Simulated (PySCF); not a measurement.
# State search for GaC

Unrestricted PBE0; basis Ga cc-pVTZ-PP with ECP10, C cc-pVTZ; scalar-relativistic core potentials; PySCF 2.14. Outer shells of the fragments: Ga 3d10 4s2 4p1; C 2s2 2p2.

Followed along the bond (rough minima from three points):

```tsv
2Ms+1	unpaired	⟨S²⟩ at the start	R at minimum (Å)	Te (eV)
4	σ ↑, π ↑↑	3.76	2.00	0.00
2	σ ↓, π ↑↑	1.77	1.99	0.52
2	σ ↑, π ↑↓	1.76	2.00	0.59
2	π ↑	0.84	1.85	1.50
```

Solutions found at the starting distance of 1.915 Å, counted from the lowest of them; the search is not exhaustive and high or unbound solutions are not listed, so other states can lie among these:

```csv
2Ms+1,unpaired,term,E (eV),⟨S²⟩,⟨Lz²⟩,μ (D)
4,"σ ↑, π ↑↑",⁴Σ⁻,0.00,3.76,0.00,-1.83
2,"σ ↓, π ↑↑",mixed,0.52,1.77,0.00,-2.22
2,"σ ↑, π ↑↓",mixed,0.59,1.76,2.01,-1.99
2,π ↑,²Π,1.49,0.84,1.01,-3.13
2,σ ↑,mixed,1.67,0.76,2.00,-1.79
2,π ↑,²Π,1.91,0.75,1.00,-0.67
4,π ↑↑↑,⁴Π,3.46,3.76,1.00,-0.88
4,"σ ↑↑, π ↑",⁴Π,3.51,3.83,1.01,-3.16
```

A term symbol is given only where ⟨S²⟩ and ⟨Lz²⟩ are close to those of a pure state; real π, δ and φ orbitals otherwise mix terms. A positive dipole means Ga(−)C(+).

Spin–orbit coupling is left out.
